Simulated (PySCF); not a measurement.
SnI, SMILES [Sn][I] (connectivity only; charge and spin as stated), neutral, multiplicity 2.

Coordinates come from a B3LYP-D3(BJ)/def2-TZVP optimisation. The multiplicity is an assumed one; other spin states were not compared. The def2 effective core potentials stand for the cores of I, Sn; spin–orbit coupling is left out.

Level of theory: PySCF 2.14.0 with IEF-PCM-ωB97X/def2-SVP.

The values are the electrostatic part of the solvation free energy, E(continuum) − E(gas) at the gas-phase geometry, in a cavity of scaled van der Waals radii (PySCF's table); cavitation and dispersion terms are not included. A continuum can't describe solvent molecules that bind to the metal. The dipole moment in vacuum is 2.65 D.

### Question
Estimate the values in water (ε = 78.36), chloroform (ε = 4.71), n-hexane (ε = 1.88). (The exact figures need the calculation; the answer reports its results.)

### Answer

```tsv
solvent	ε	ΔG(elec) (kcal/mol)	dipole (D)
water	78.36	-3.5	4.03
chloroform	4.71	-2.4	3.61
n-hexane	1.88	-1.2	3.12
```
